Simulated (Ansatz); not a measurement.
All values below come from frozen-core CCSD(T)/cc-pVTZ // B3LYP-D3(BJ)/def2-TZVP (Ansatz, a first-principles code).

Ansatz 0.2 input:
```yaml
crystal:
  periodic: [false, false, false]
  atoms:
    - { symbol: S, position_ang: [-1.872842, -0.108704, 0.000014] }
    - { symbol: Si, position_ang: [0.106191, -0.522403, 0.000001] }
    - { symbol: S, position_ang: [1.766651, 0.631107, -0.000014] }
basis:
  gaussian: { orbitals: cc-pVTZ }
correlation:
  method: ccsd_t
total_charge: -1
magnetization:
  spin_polarized: true
  initial_magnetization: 1
```

Output:

```
Functional definition: HF
606 factors; integrals over basis functions are off by at most 7.0e-4 eV
mean field evaluation 1: about -29499.1021 eV, gradient 1.3e1 eV
mean field evaluation 2: about -29499.2858 eV, gradient 1.3e1 eV
mean field evaluation 4: about -29500.7941 eV, gradient 1.9e0 eV
mean field evaluation 8: about -29500.8890 eV, gradient 3.3e-1 eV
mean field evaluation 16: about -29500.8939 eV, gradient 2.8e-5 eV
mean field evaluation 32: about -29497.8481 eV, gradient 5.0e0 eV
mean field evaluation 64: about -29498.4325 eV, gradient 1.0e-2 eV
mean field evaluation 96: about -29497.6621 eV, gradient 3.8e-2 eV
mean field -29500.89388292 eV, -1084.1378537732 hartree, gradient 2.9e-6 eV, S^2 0.770491; 3 other end points of the search recorded, 0 dependent functions left out
determinant -29500.89388292 eV, -1084.1378537732 hartree, with singles and doubles -29513.61757692 eV, -1084.6054409034 hartree
determinant -29498.43252859 eV, -1084.0474006698 hartree, with singles and doubles -29511.31239711 eV, -1084.5207271079 hartree
determinant -29498.42578190 eV, -1084.0471527337 hartree, with singles and doubles -29511.18978904 eV, -1084.5162213444 hartree
determinant -29498.28589415 eV, -1084.0420119538 hartree, with singles and doubles -29511.28697951 eV, -1084.5197930282 hartree
15 core orbitals not correlated
reference -29500.89388292 eV, -1084.1378537732 hartree; 9, 8 occupied and 78, 79 virtual orbitals, 606 factors
second order -11.90144977 eV of doubles, -0.00000000 eV of singles
cycle   1  -12.72442670 eV  change   -7.3e-4 eV  update   1.7e-3
cycle   2  -12.72515832 eV  change   -7.3e-4 eV  update   1.3e-3
cycle   3  -12.72485236 eV  change    3.1e-4 eV  update   5.4e-4
cycle   4  -12.72485363 eV  change   -1.3e-6 eV  update   2.2e-4
cycle   5  -12.72520206 eV  change   -3.5e-4 eV  update   5.1e-5
cycle   6  -12.72527159 eV  change   -7.0e-5 eV  update   2.6e-5
cycle   7  -12.72525533 eV  change    1.6e-5 eV  update   1.1e-5
cycle   8  -12.72524428 eV  change    1.1e-5 eV  update   5.0e-6
perturbative correction -0.76411609 eV, -0.0280807482 hartree
Total energy: -29514.38324329 eV, -1084.6335786233 hartree
```

Cost: about 28 core-seconds (a rough figure).
